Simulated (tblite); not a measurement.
C7H15GaO.
Cartesian coordinates in Å at the GFN2-xTB level; atoms count from 1:
```xyz
24
C7H15GaO angstrom
C      2.382    1.499   -0.074
C      1.563    0.681   -0.708
C      1.637   -0.813   -0.618
C      0.344   -1.447   -0.084
C     -0.067   -0.885    1.293
C     -1.531   -0.490    1.103
O     -1.632   -0.157   -0.273
Ga    -1.795    1.853   -0.711
C     -0.878   -1.139   -0.968
H      3.175    1.134    0.560
H      2.298    2.568   -0.170
H      0.784    1.089   -1.349
H      1.833   -1.225   -1.612
H      2.465   -1.100    0.034
H      0.493   -2.529   -0.030
H      0.524    0.004    1.518
H      0.057   -1.609    2.096
H     -2.205   -1.329    1.322
H     -1.831    0.386    1.683
H     -0.778    2.505    0.262
H     -3.289    2.010   -0.331
H     -1.439    1.777   -2.221
H     -0.620   -0.732   -1.948
H     -1.503   -2.033   -1.101
```

Computed with GFN2-xTB (tblite): harmonic, unscaled wavenumbers at the GFN2-xTB geometry, gas phase. This tight-binding method is rough: wavenumbers can miss measured ones by several per cent, in bad cases by 10 to 20. Modes of hydrogen on gallium can be 10 to 20 % off. One conformer, not necessarily the lowest.

Harmonic wavenumbers (cm⁻¹): 43.4, 60.6, 101.0, 110.8, 154.6, 182.1, 215.5, 251.4, 282.9, 350.1, 400.1, 424.4, 445.9, 481.6, 612.3, 640.9, 644.0, 702.2, 724.5, 751.4, 840.3, 869.6, 901.2, 920.8, 946.3, 950.0, 975.0, 1002.1, 1012.6, 1038.3, 1061.6, 1088.8, 1111.4, 1147.2, 1163.0, 1182.6, 1209.2, 1227.0, 1259.1, 1271.2, 1278.1, 1300.2, 1306.6, 1316.3, 1343.3, 1410.2, 1454.4, 1463.2, 1470.8, 1475.6, 1643.7, 1714.0, 1727.7, 1744.6, 2897.4, 2900.0, 2951.0, 2957.7, 2962.2, 2973.3, 2981.6, 2985.9, 2994.4, 3025.1, 3084.8, 3128.0.

A = 1487, B = 863.2, C = 661.0 MHz; mass 184.038 u (most abundant isotopes); point group C1, symmetry number 1.

Zero-point energy?

½Σν̃ = 42624 cm⁻¹ = 121.87 kcal/mol.

Entropy at 400 K, 1 bar (ideal gas, RRHO, classical rotation)?

Translation 43.02, rotation 31.19, vibration 47.70: S = 121.9 cal/(mol K).

And Cp and H(400 K) − H(0)?

Cp = 58.75 cal/(mol K), of which vibrations give 50.80 (their classical limit is 66 R = 131.2); H(400 K) − H(0) = 13.16 kcal/mol without the zero-point energy, 9.98 from vibrations.

How do the functions run with temperature in this model?

| T (K) | S (cal/(mol K)) | Cp (cal/(mol K)) | H − H(0) (kcal/mol) | G − H(0) (kcal/mol) | ln q(vib) |
| --- | --- | --- | --- | --- | --- |
| 50 | 61.5 | 14.2 | 0.52 | -2.55 | 0.65 |
| 100 | 73.5 | 20.8 | 1.41 | -5.94 | 2.10 |
| 298.15 | 106.7 | 45.2 | 7.86 | -23.95 | 8.26 |
| 373.15 | 118.0 | 55.3 | 11.63 | -32.38 | 10.60 |
| 500 | 136.3 | 70.4 | 19.64 | -48.52 | 14.59 |
| 750 | 169.1 | 91.4 | 40.06 | -86.80 | 22.38 |
| 1000 | 197.4 | 104.7 | 64.69 | -132.71 | 29.77 |

q(vib) and H(0) count from the zero-point level.

Blend soft modes into free rotors: weight 1/[1 + (100 cm⁻¹/ν̃)⁴] for the oscillator and the rest for a rotor with moment μB/(μ + B), μ = h/(8π²ν), B = 10⁻⁴⁴ kg m². What vibrational entropy results?

44.01 cal/(mol K) in place of 47.70, which changes −T·S at 400 K by +1.48 kcal/mol.

What must be added to the electronic energy to get the Gibbs energy at 400 K and 1 bar?

ZPE + [H(400 K) − H(0)] − T·S = 121.87 + 13.16 − 48.77 = 86.26 kcal/mol.

Which modes carry the vibrational entropy at 400 K?

43.4 cm⁻¹: 5.68; 60.6 cm⁻¹: 5.02; 101.0 cm⁻¹: 4.01; 110.8 cm⁻¹: 3.83; 154.6 cm⁻¹: 3.18; 182.1 cm⁻¹: 2.86 cal/(mol K); the other 60 give 23.12 together.

Hindered rotation and anharmonicity are outside this model. Other conformers, if any are populated, would add a mixing term that is left out. The structure is chiral; the term R ln 2 for an equal mix with its mirror image is left out.

The run took 2.0 s on one thread, Arm Neoverse N1 (aarch64), no GPU, shared host with 64 logical CPUs at a one-minute load of 60. This covers the Hessian and the dipole derivatives.
